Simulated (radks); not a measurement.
Spherical quantum dot in the effective-mass picture: electrons in a parabolic well V = omega^2 r^2 / 2 with omega = 1.3, with a point charge +2 (a donor) at the centre, all in effective atomic units (hartree* = m*/eps^2 hartree, bohr* = eps/m* bohr), one dielectric constant everywhere. Method: non-relativistic Kohn-Sham, LDA (Slater exchange, Perdew-Wang correlation), spin-polarised, spherical densities; computed with a radial shooting solver with Libxc functionals. Levels are named by radial order and angular momentum (1s, 1p, 1d, 2s, ...), and open shells are averaged over m. Results are scaled to m* = 0.148 and eps = 13.8, for which hartree* = 21.15 meV and bohr* = 4.934 nm.

N = 2, configuration 1s2. This is the lowest configuration that the search found. Occupied and some empty levels:

level  occupation  eigenvalue (meV)  <r> (nm)
1s              2            8.0800     3.370
1p              0            57.884     5.967
2s              0            73.949     6.738
1d              0            90.051     7.508

Energy (meV): total -32.3894, kinetic 94.313, external -156.68, Hartree 56.998, exchange-correlation -27.022.
